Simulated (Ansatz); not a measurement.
`C[SiH2][Se][SiH3]` → `[SiH3]C[SiH2][SeH]`  (isomerisation)

Calculated with Ansatz (gas phase, PBE0-D4/def2-TZVP geometries, no zero-point term in ΔE). CCSD(T)/CBS is the MP2 limit (def2-TZVPP, def2-QZVPP) plus CCSD(T) − MP2 in def2-TZVPP, frozen cores. DFT in def2-TZVPP. B3LYP here is the variant with VWN-RPA as its local correlation; programs differ in this. HSE06 is defined as in plane-wave codes. For Se outer-core shells are correlated without core-valence functions, which leaves a few kJ/mol of doubt a bond. Scalar relativity is left out up to krypton. One conformer a species, not always the lowest.

| level | ΔE (kJ/mol) | difference from CCSD(T)/CBS |
| --- | --- | --- |
| LDA (SPW92) | 58.7 | -5.2 |
| PBE-D4 | 64.5 | 0.6 |
| revPBE-D4 | 63.9 | 0.0 |
| BLYP-D4 | 62.2 | -1.7 |
| r2SCAN-D4 | 65.2 | 1.3 |
| B97M-V | 61.6 | -2.3 |
| PBE0-D4 | 65.3 | 1.4 |
| B3LYP-D4 | 63.2 | -0.7 |
| r2SCANh-D4 | 65.5 | 1.6 |
| HSE06-D4 | 65.6 | 1.7 |
| BHLYP-D4 | 64.7 | 0.8 |
| CAM-B3LYP-D4 | 60.3 | -3.6 |
| ωB97X-V | 61.7 | -2.2 |
| ωB97M-V | 61.1 | -2.8 |
| B2PLYP | 64.1 | 0.2 |
| PBE | 65.2 | 1.3 |
| revPBE | 67.0 | 3.1 |
| BLYP | 63.8 | -0.1 |
| r2SCAN | 65.4 | 1.5 |
| PBE0 | 65.9 | 2.0 |
| B3LYP | 64.3 | 0.4 |
| r2SCANh | 65.7 | 1.8 |
| r2SCAN0 | 66.2 | 2.3 |
| BHLYP | 64.8 | 0.9 |
| CAM-B3LYP | 60.9 | -3.0 |
| RPA@PBE/def2-TZVPP | 56.7 | -7.2 |
| HF/def2-SVP | 62.1 | -1.8 |
| MP2/def2-SVP | 59.5 | -4.4 |
| CCSD/def2-SVP | 56.0 | -7.9 |
| CCSD(T)/def2-SVP | 55.6 | -8.3 |
| HF/def2-TZVPP | 66.7 | 2.8 |
| MP2/def2-TZVPP | 64.4 | 0.5 |
| SCS-MP2/def2-TZVPP | 62.7 | -1.2 |
| CCSD(T)/def2-TZVPP | 60.2 | -3.7 |
| HF/def2-QZVPP | 66.5 | 2.6 |
| MP2/def2-QZVPP | 66.4 | 2.5 |
| SCS-MP2/def2-QZVPP | 64.6 | 0.7 |
| HF/CBS(def2) | 66.4 | 2.5 |
| MP2/CBS(def2) | 68.0 | 4.1 |
| CCSD/CBS(def2) | 63.9 | 0.0 |
| CCSD(T)/CBS | 63.9 | 0 |

Largest T1 diagnostic among the species: 0.010.

At CCSD(T), def2-SVP lies −8.3 kJ/mol from the extrapolated value and def2-TZVPP −3.7 kJ/mol. Leaving LDA and LC-ωPBE aside and taking each functional with its dispersion term where it has one, the values, not all of them listed here, spread over 5.7 kJ/mol, from CAM-B3LYP-D4 to r2SCAN0-D4. LDA lies −6.5 kJ/mol from PBE without D4.

CCSD(T)/CBS has its own doubt, a few kJ/mol and more with outer-core shells, so smaller differences from it don't rank the levels.
